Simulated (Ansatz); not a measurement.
`[OH][Sn][Cl]` + CH₃OH → `C[O][Sn][OH]` + HCl at 700 K and 1 bar (ligand exchange at the Sn–Cl bond).

Program: Ansatz. Geometries: PBE0-D4/def2-TZVP. ΔE: electronic, gas phase. CCSD(T)/CBS is the MP2 limit (def2-TZVPP, def2-QZVPP) plus CCSD(T) − MP2 in def2-TZVPP, frozen cores. This one scheme is used for every species. Elements past krypton have def2 core potentials. For Sn outer-core shells are correlated without core-valence functions, which leaves a few kJ/mol of doubt a bond. Each species was taken in one conformer, which may not be the lowest.

```csv
species,CCSD(T)/CBS energy (Eh),H − E (kJ/mol),S (J/(mol·K))
`[OH][Sn][Cl]`,-749.66523,78.0,362.1
CH₃OH,-115.61712,170.8,288.5
`C[O][Sn][OH]`,-404.87801,204.7,435.8
HCl,-460.38127,38.4,211.8
```

H − E and S are ideal-gas, rigid-rotor, harmonic terms from PBE0-D4/def2-TZVP, for one conformer and one mirror image of each species. 1 Eh = 2625.50 kJ/mol, R = 8.31446 J/(mol·K).

Problem. By hand: ΔE, ΔH, ΔS and ΔG.

Solution. ΔE = (-404.87801) + (-460.38127) − (-749.66523) − (-115.61712) = 0.02307 Eh = 60.6 kJ/mol. Δ(H − E) = 204.7 + 38.4 − 78.0 − 170.8 = -5.7, so ΔH = 54.9 kJ/mol. ΔS = 435.8 + 211.8 − 362.1 − 288.5 = -3.0 J/(mol·K). ΔG = 54.9 − 700 × (-3.0)/1000 = 57.0 kJ/mol.

Problem. By hand: the equilibrium constant, and the temperature at which ΔG would vanish if ΔH and ΔS stayed fixed.

Solution. log₁₀ K = −ΔG/(RT ln 10) = -4.3. ΔH and −TΔS have one sign here, so there is no such temperature.

The number of gas molecules stays the same, so ΔS is small and ΔH decides. A doubt of 5 kJ/mol in ΔE shifts log₁₀ K by 0.4 here. Other conformers and mirror images would add mixing entropy, several J/(mol·K) or more a flexible species. Modes under 60 cm⁻¹, often nearly free rotors, make the harmonic entropy too high. These are equilibria of isolated gas molecules and say nothing of rates. Largest T1 diagnostic: 0.017 (customary marks: 0.02 for closed shells, 0.045 for open ones).

ΔS is within the doubt of such terms, so its sign, and with it that verdict, could turn.
